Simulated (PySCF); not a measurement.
**Low-lying terms of Ge(2+) (germanium, charge +2)**

Ground state [Ar] 3d10 4s2, ¹S. Calculation: PySCF 2.14, in aug-cc-pVDZ-PP with one added diffuse shell each of s, p, d type with ECP10MDF (6s5p4d, 41 functions); a scalar-relativistic core potential. Vertical excitation energies in eV without spin-orbit coupling; excited terms of each kind are numbered among those the solver found. Frozen: 3s2 3p6.

| term | leading excitation | EOM-EE-CCSD |
| --- | --- | --- |
| 1 3P° | 4s → p | 7.461 |
| 1 1P° | 4s → p | 11.533 |
| 1 3S | 4s → s | 19.175 |
| 1 1S | 4s → s | 19.847 |
| 1 3D | 4s → d | 19.856 |
| 2 3P° | 4s → p | 22.143 |
| 1 1D | 4s → d | 22.161 |
| 2 1P° | 4s → p | 22.518 |
| 2 3S | 4s → s | 25.854 |
| 2 3D | 4s → d | 25.937 |
| 2 1S | 4s → s | 26.099 |
| 2 1D | 4s → d | 26.344 |

Only the lower part of the computed list is shown. Doubly excited terms such as np² are absent. The solver can miss terms. Rydberg members are limited by the diffuse functions of the basis.
